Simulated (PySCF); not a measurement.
## Excitation energy of As by level of theory

As [Ar] 3d10 4s2 4p3 (4S) → As [Ar] 3d10 4s2 4p2 5s1 (4P), as a difference of total energies. All numbers are calculated (PySCF 2.14, the spin-free X2C one-electron Hamiltonian (Gaussian nucleus), in aug-cc-pVQZ-DK). Correlated levels: valence: [Ar] 3d10 frozen. The calculations carry no spin-orbit coupling.

| method | excitation energy (eV) |
| --- | --- |
| UHF | 6.287 |
| PBE | 6.271 |
| PBE0 | 6.412 |
| BHandHLYP | 6.394 |
| MN15 | 6.558 |
| HSE06 | 6.371 |
| B3LYP | 6.291 |
| MP2 (valence) | 6.547 |
| SCS-MP2 (valence) | 6.482 |

Question: Estimate what r2SCAN gives.

Answer: 6.670 eV, closest to MN15 among the rows shown.

Question: Estimate what LDA gives.

Answer: 6.329 eV, closest to B3LYP among the rows shown.

Errors of the correlated levels include the incompleteness of this basis and the frozen core.

For comparison: 6.460 eV (measured; NIST levels, between the centres of gravity of the two terms).
